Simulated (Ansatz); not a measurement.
Isolated molecules relaxed with PBE0-D4/def2-TZVP in Ansatz; ΔE leaves out vibrations. CBS: MP2 limit from def2 TZ/QZ plus the TZ coupled-cluster correction, frozen cores. This one scheme is used for every species. Each species was taken in one conformer, which may not be the lowest.

Reaction (formal exchange of groups at the Si–O bond): `[SiH3]O[Si]O[SiH3]` + `NCS` → `NC([SiH3])S` + `O[Si]O[SiH3]`

| level | ΔE (kJ/mol) |
| --- | --- |
| CCSD(T)/def2-TZVPP | 98.5 |
| HF/def2-QZVPP | 132.5 |

What does CCSD(T)/CBS give? (Estimate.)

Computed: +98.6 kJ/mol. The listed levels differ from it by -0.1, 33.9 kJ/mol.

Largest T1 diagnostic among the species: 0.014.

In def2-TZVPP, CCSD(T) changes the Hartree–Fock value by −30.9 kJ/mol (the triples alone add −4.7 kJ/mol) and MP2 by −31.9 kJ/mol. From PBE to PBE0 (25 % exact exchange), in def2-TZVPP and without D4, ΔE moves by +6.5 kJ/mol.
